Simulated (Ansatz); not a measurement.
Two isomers of C2H5ClF2Si: A = `FC(F)(Cl)C[SiH3]`, B = `CC[Si](F)(F)Cl`.

Program: Ansatz. Geometries: PBE0-D4/def2-TZVP. ΔE: electronic, gas phase. CCSD(T)/CBS adds triple-zeta CCSD(T) − MP2 to the extrapolated MP2 energy (def2 sets, frozen cores). DFT in def2-TZVPP. B3LYP here is the variant with VWN-RPA as its local correlation; programs differ in this. Each species was taken in one conformer, which may not be the lowest.

Question: Which isomer does CCSD(T)/CBS put lower? Give the gap. (An estimate is asked.)

Answer: Ansatz gave: B, by 580.0 kJ/mol.

Question: Give E(B) − E(A) in kJ/mol with PBE-D4, B3LYP-D4, B3LYP, PBE0-D4, HF/def2-TZVPP, B2PLYP, r2SCAN-D4. (Best estimate.)

Answer: Ansatz gave: PBE-D4 -534.5, B3LYP-D4 -562.5, B3LYP -561.1, PBE0-D4 -552.6, HF/def2-TZVPP -583.6, B2PLYP -573.0, r2SCAN-D4 -561.0. None reverses the order clearly.

Largest T1 diagnostic: 0.011.

From PBE to PBE0 (25 % exact exchange), in def2-TZVPP and without D4, E(B) − E(A) moves by −18.1 kJ/mol.
